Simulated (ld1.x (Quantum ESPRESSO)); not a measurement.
## Configuration tests for tellurium (Te) (ultrasoft)

tellurium, ultrasoft, made with ld1.x (Quantum ESPRESSO) 7.5 (BLYP, scalar-relativistic). Core [Kr] 4d10, reference 5s2 5p4. Waves: 5s (bound): rcut 1.40, rcutus 1.70 bohr; 5s channel at 0.1 Ry: rcut 1.40, rcutus 1.70 bohr; 5p (bound): rcut 1.75, rcutus 2.20 bohr; 5p channel at 1.5 Ry: rcut 1.75, rcutus 2.20 bohr; 5d channel at -0.15 Ry: rcut 1.30, rcutus 1.70 bohr; 5d channel at 0.3 Ry: rcut 1.30, rcutus 1.70 bohr. Local part: all-electron potential smoothed inside 1.80 bohr (lloc = -1). Core correction: none. Augmentation charge: built from norm-conserving waves at rcut, not smoothed further.

Energies are relative to the spin-unpolarised reference configuration 5s2 5p4; without spin polarisation the order of configurations can differ from experiment.

| valence configuration | charge | ΔE all-electron (eV) | error AE − PS (meV) |
| --- | --- | --- | --- |
| 5s2 5p3 | +1 | 9.578 | +4.5 |
| 5s2 5p2 | +2 | 27.388 | +33 |
| 5s2 5p1 | +3 | 54.248 | +120 |
| 5s0 5p6 | 0 | 18.826 | +182 |
| 5s2 5p3.5 | +0.5 | 3.820 | +0.5 |

**Question.** What are ΔE and the potential's error for 5s1 5p5?

**Answer.** ΔE = 9.308 eV all-electron; the error (AE − PS) is +27 meV.

**Question.** What are ΔE and the potential's error for 5s2 5p0?

**Answer.** ΔE = 90.812 eV all-electron; the error (AE − PS) is +347 meV.

Levels in the configuration 5s2 5p2:

```
level  all-electron (eV)  pseudo (eV)
   5s            -32.638      -32.625
   5p            -22.221      -22.166
```

Note: ghost states, extra bound levels that the all-electron valence spectrum of the same l lacks: s at -24.7 eV, d at -2.23 eV. A true bound ghost makes a file unfit for plane-wave use.
